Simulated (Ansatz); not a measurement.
Molecule: CH₁₁N₃Si₂ (charge 0, singlet). 
Coordinates optimised at B3LYP-D3(BJ)/def2-TZVP (Ansatz, an electronic-structure program):
```xyz
17

C      2.0275    -0.7213     1.6490
Si     1.6121     0.1763     0.0427
Si    -0.7076     0.1105    -0.3321
N     -1.3641     1.1407     0.8889
N     -0.9631     0.4035    -2.0105
N     -1.5277    -1.3796    -0.0508
H      3.0982    -0.6990     1.8579
H      1.5039    -0.2585     2.4874
H      1.7131    -1.7653     1.5937
H      2.0938     1.5856     0.1383
H      2.3615    -0.4473    -1.0825
H     -0.9299     2.0267     1.0951
H     -2.3611     1.1781     1.0450
H     -0.3451     1.0029    -2.5331
H     -1.8908     0.3918    -2.4081
H     -1.4437    -2.1299    -0.7176
H     -1.6445    -1.7241     0.8886
```
Charge 0, spin multiplicity 1.

Atomisation energy built up term by term with Ansatz (kcal/mol; UHF references for open shells; valence terms freeze the core; atomic spin-orbit terms are left out). CBS marks a two-point X^-3 extrapolation of the correlation energy; Hartree-Fock from the larger set.

```
term                                            basis  kcal/mol
-----------------------  ----------------------------  --------
Hartree-Fock                              cc-pV(Q+d)Z   1015.00
CCSD correlation         CBS(cc-pV(T+d)Z,cc-pV(Q+d)Z)    393.68
(T)                      CBS(cc-pV(T+d)Z,cc-pV(Q+d)Z)     21.61
core correlation                            cc-pwCVTZ      3.47
scalar relativity (X2C)    cc-pVTZ-DK against cc-pVTZ     -2.49
sum: De                                                  1431.3
```

(T) makes 1.5 % of the CCSD(T) atomisation energy; under 5 % is typical of single-reference molecules.
